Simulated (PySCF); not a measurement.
Molecule (SMILES): [SiH][SiH3] (SiH-SiH3) (closed-shell singlet).
Geometry (B3LYP-D3(BJ)/def2-TZVP, fixed):
```xyz
6

Si     0.0071     1.0500     0.8096
H     -0.4184     1.8608    -0.4081
Si     0.0198    -0.9006    -0.5838
H      0.9769    -0.6998    -1.7070
H     -1.3363    -1.1013    -1.1659
H      0.4013    -2.1512     0.1194
```

Basis-set convergence of the isotropic shielding of H4 at PBE0 with PySCF. GIAO, no density fitting; atoms are numbered in the order shown. All functions are spherical. No added dispersion term, no relativity. Reference: the value in pcseg-3, 27.43 ppm, itself unsure by roughly 0.05 ppm (its distance from pcSseg-2). Deviations are taken from unrounded values.

```csv
basis,functions,isotropic shielding of H4 (ppm)
6-31G*,44,28.01
6-31+G*,52,27.93
def2-SVP,56,27.52
def2-SVPD,80,27.53
pcseg-1,56,27.47
aug-pcseg-1,90,27.50
cc-pV(D+d)Z,66,27.36
aug-cc-pV(D+d)Z,100,27.35
6-311G**,76,27.47
6-311+G**,84,27.55
def2-TZVP,98,27.53
def2-TZVPD,122,27.54
pcseg-2,124,27.39
aug-pcseg-2,192,27.49
cc-pV(T+d)Z,134,27.47
aug-cc-pV(T+d)Z,202,27.45
def2-TZVPP,140,27.46
def2-TZVPPD,164,27.46
```

What the diffuse functions change, pair by pair:
- 6-31G* to 6-31+G*: 8 more functions, deviation 0.58 to 0.51 ppm
- def2-SVP to def2-SVPD: 24 more functions, deviation 0.09 to 0.10 ppm
- pcseg-1 to aug-pcseg-1: 34 more functions, deviation 0.05 to 0.07 ppm
- cc-pV(D+d)Z to aug-cc-pV(D+d)Z: 34 more functions, deviation -0.07 to -0.08 ppm
- 6-311G** to 6-311+G**: 8 more functions, deviation 0.05 to 0.12 ppm
- def2-TZVP to def2-TZVPD: 24 more functions, deviation 0.11 to 0.12 ppm
- pcseg-2 to aug-pcseg-2: 68 more functions, deviation -0.03 to 0.07 ppm
- cc-pV(T+d)Z to aug-cc-pV(T+d)Z: 68 more functions, deviation 0.04 to 0.02 ppm
- def2-TZVPP to def2-TZVPPD: 24 more functions, deviation 0.04 to 0.04 ppm

They bring the value nearer the reference by more than 0.05 ppm in 1 of 9 pairs.
